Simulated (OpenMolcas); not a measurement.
## Rh²⁺: effect of the IPEA shift

```json
{
 "Program": "OpenMolcas",
 "Basis": "ANO-RCC-VTZP [7s6p4d2f1g]",
 "Scalar Hamiltonian": "DKH2, point nucleus",
 "Active space": "7 electrons in 9 orbitals (RAS2 4d 5s; RAS3 5p, at most 2 electrons)",
 "State averaging": "2S+1 = 4 even, 60 roots; 2S+1 = 6 even, 6 roots kept (CI in the orbitals of an earlier block, 5 in the spin-orbit step); 2S+1 = 2 even, 83 roots kept (CI in the orbitals of an earlier block); 2S+1 = 4 odd, 87 roots (49 in the spin-orbit step); 2S+1 = 6 odd, 15 roots kept (CI in the orbitals of an earlier block); 2S+1 = 2 odd, 45 roots kept (CI in the orbitals of an earlier block, 0 in the spin-orbit step)",
 "Spin-orbit coupling": "RASSI with atomic mean-field integrals over the reference wave functions, term energies averaged over their components"
}
```

Methods on the same reference wave functions:
A. RASSCF
B. MS-RASPT2, IPEA 0 Eh, imaginary shift 0.1 Eh (closed shells correlated: 4s 4p)
C. MS-RASPT2, IPEA 0.25 Eh, imaginary shift 0.1 Eh (closed shells correlated: 4s 4p)

Energies in cm-1 above 4d7 4F 9/2, the measured ground level; measured values from the list in Shadmi, J. Res. Natl. Bur. Stand. 70A, 435 (1966).

| Level | A | B | C | Measured |
| --- | --- | --- | --- | --- |
| 4d7 4F 9/2 | 0.0 | 0.0 | 0.0 | 0.0 |
| 4d7 4F 7/2 | 2188 | 2240 | 2230 | 2148 |
| 4d7 4F 5/2 | 3620 | 3620 | 3610 | 3486 |
| 4d7 4F 3/2 | 4538 | 4470 | 4480 | 4322 |
| 4d7 4P 5/2 | 14886 | 10560 | 11030 | 11062 |
| 4d7 4P 3/2 [73 %] | 14989 | 10390 | 10960 | 10997 |
| 4d7 2G 9/2 | 15898 | 12470 | 13200 |  |
| 4d7 4P 1/2 | 16426 | 12000 | 12510 |  |
| 4d7 2G 7/2 | 18043 | 14570 | 15320 |  |
| 4d7 2P 3/2 [52 %] | 20542 | 15410 | 16160 |  |
| 4d7 2H 11/2 | 21377 | 17320 | 18050 |  |
| 4d7 2D 5/2(1) | 22587 | 17680 | 18450 |  |
| 4d7 2P 1/2 | 22876 | 17360 | 18190 |  |
| 4d7 2H 9/2 | 23507 | 19510 | 20240 |  |
| 4d7 2D 3/2(1) [69 %] | 26277 | 21210 | 21990 |  |
| 4d7 2F 5/2 | 34680 | 26240 | 27160 |  |
| 4d7 2F 7/2 | 35707 | 27330 | 28250 |  |
| 4d6 5s 6D 9/2 | 37232 | 41440 | 42050 | 43022 |
| 4d6 5s 6D 7/2 | 38522 | 42740 | 43340 | 44394 |
| 4d6 5s 6D 5/2 | 39394 | 43590 | 44200 | 45278 |
| 4d6 5s 6D 3/2 | 39980 | 44170 | 44780 | 45877 |
| 4d6 5s 6D 1/2 | 40326 | 44510 | 45130 |  |
| 4d6 5s 4D 7/2(1) | 49786 | 52030 | 52840 |  |
| 4d6 5s 4D 5/2(1) | 51305 | 53560 | 54380 |  |

Deviations, from unrounded energies. A percentage is the sum of absolute deviations over the sum of measured energies, with the sign that they share, or ± where signs differ.

```
                        Against measurement  Levels      A     B     C
             mean absolute deviation (cm-1)       9   3500   900   520
      fine structure of the ground term (%)       3   +3.9  +3.8  +3.7
other terms of the ground configuration (%)       2  +35.4  -5.0  -0.3
                   other configurations (%)       4  -13.1  -3.7  -2.3
```

C lies closest to measurement on these levels and A furthest from it. The largest miss of C in the table is 4d6 5s 6D 3/2, by -1100 cm-1. The ranking rests on the paired levels alone, and a cruder setting can come out closer through cancelling errors.

Between B and C the level of the table that moves most is 4d7 2F 7/2, by 920 cm-1 (lowest in B, highest in C). Moves below CASPT2's spread within the term are not significant.

The mean deviations of B to C differ by less than CASPT2's widest spread within a term (960 cm-1), so their order carries little weight.

From A to B the spin-free energies of the other terms of 4d7 shown, above 4F, scale by factors of 0.68 to 0.79.

The lowest spin-free term lies below A's lowest term by 0.490 hartree in B, 0.481 hartree in C.

CASPT2 breaks the degeneracy within a term, and the mean is taken; among the terms shown or strongly mixed into the levels shown the widest spread is 960 cm-1 (4d7 4F, B). Some high roots are left out of the spin-orbit mixing, which shifts the levels that they would mix with. Terms from blocks run as CI alone lack orbitals of their own. A single d shell beside an s shell can misplace configurations of different d count against each other. Without dynamic correlation excited terms often stand tens of per cent too high (terms of higher spin than the ground term too low), and those without a measured partner can miss by more than the paired ones (holds for A). Blocks of more than 70 roots (2S+1 = 2 even) ran without multistate coupling (holds for B; C). The CASPT2 spread within a term exceeds the gap to the next term for 4d7 2H and 4d7 2D(1), so the order of their levels is uncertain (holds for B; C). Computed and measured levels are paired by configuration, term and J; levels that our copy of the source lacks, or whose pairing is in doubt (as where it misses far off the trend of its configuration), stay unpaired and out of the deviations. Only configurations of the active space appear. Levels that lie high or do not pair safely by name in every column are left out.

A share in square brackets marks a mixed level and gives the weight of the term that names it, the lowest over the columns. A number in round brackets counts repeated terms of one configuration in the order of the reference energies.
